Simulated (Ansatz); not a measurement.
Molecule (SMILES): [GeH2] (GeH2) (closed-shell singlet).
Atoms: Ge1, H2, H3. Bonds: Ge1-H2, Ge1-H3.

Basis-set convergence of the lowest harmonic wavenumber at PBE with Ansatz (a program for electronic structure). Each level at its own minimum, finite differences of forces, unscaled; the reference is a large set that could be run, not a limit. All functions are spherical. The program fits the integrals of some runs and decomposes those of others, by size. No added dispersion term, no relativity. Reference: the value in def2-QZVPPD, 895 cm⁻¹, itself unsure by roughly 1 cm⁻¹ (its mean distance from pcseg-3, def2-QZVPP, cc-pVQZ). Deviations are taken from unrounded values.

| basis | functions | lowest harmonic wavenumber (cm⁻¹) | minus reference (cm⁻¹) |
|---|---|---|---|
| STO-3G | 20 | 1233 | 339 |
| pcseg-0 | 26 | 923 | 28 |
| cc-pVDZ | 37 | 898 | 3 |
| aug-pcseg-1 | 54 | 904 | 9 |
| 6-311G** | 56 | 902 | 7 |
| cc-pVTZ | 71 | 897 | 3 |
| def2-TZVPD | 72 | 898 | 3 |
| pcseg-3 | 134 | 895 | 0 |
| def2-QZVPPD | 161 | 895 | 0 |

The smallest set listed that lies within 20 cm⁻¹ of the reference with all its larger relatives (same family, alike in diffuse functions; a set with none counts only in the reference's own line) is cc-pVDZ (37 functions, 3 cm⁻¹ off). Inside, with no larger relative to test it: 6-311G**, pcseg-3. (Relatives not listed, tested too: def2-TZVPPD 2, aug-pcseg-2 1, cc-pVQZ 3 cm⁻¹.)
